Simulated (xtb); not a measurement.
xtb input:

```bash
xtb mol.xyz --gfn 2 --ohess tight --chrg 1 --uhf 0
```
mol.xyz:
```
6

C      1.48567886    -0.17398800     0.23880939
C      0.24979810     0.03862241     0.12660909
C     -1.01115354     0.16011399    -0.15682606
H      2.50718761    -0.36623576     0.23193899
H     -1.40749428     1.02500299    -0.69579916
H     -1.75204345    -0.58724714     0.27871976
```

**Question.** Which total energy does the run end on?

**Answer.** -7.31747 Eh (GFN2-xTB).
